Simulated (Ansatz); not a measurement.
```xyz
10

C     0.6229   -1.5254   -1.0171
O     0.2982   -0.1605   -1.0931
In   -0.3291    0.8473    0.4876
S    -0.4660   -0.3211    2.5493
S    -0.8550    3.1197    0.1024
H     1.0472   -1.8330   -1.9787
H     1.3695   -1.7462   -0.2421
H    -0.2551   -2.1565   -0.8253
H    -0.8939    0.7635    3.2174
H    -0.5386    3.0122   -1.2005
```

Total charge 0; spin multiplicity 1. In takes the def2 core potential.

(1) List the PBE/def2-TZVPP orbital energies in eV (Ansatz 0.2.0). (Best estimate.)

Answers

(1) The calculation gave: Occupied: -2396.06, -2396.05, -509.96, -269.90, -208.99, -208.99, -155.13, -155.12, -155.06, -155.06, -154.91, -154.91, -122.48, -80.19, -80.01, -79.95, -24.52, -19.76, -19.61, -19.30, -19.29, -19.25, -17.75, -17.61, -16.07, -11.59, -10.58, -10.45, -10.26, -10.07, -8.89, -7.56, -6.90, -6.59, -6.42, -6.14. Lowest empty: -2.57, -1.63, -0.74, -0.49, 0.03, 0.62, 1.42, 1.54.
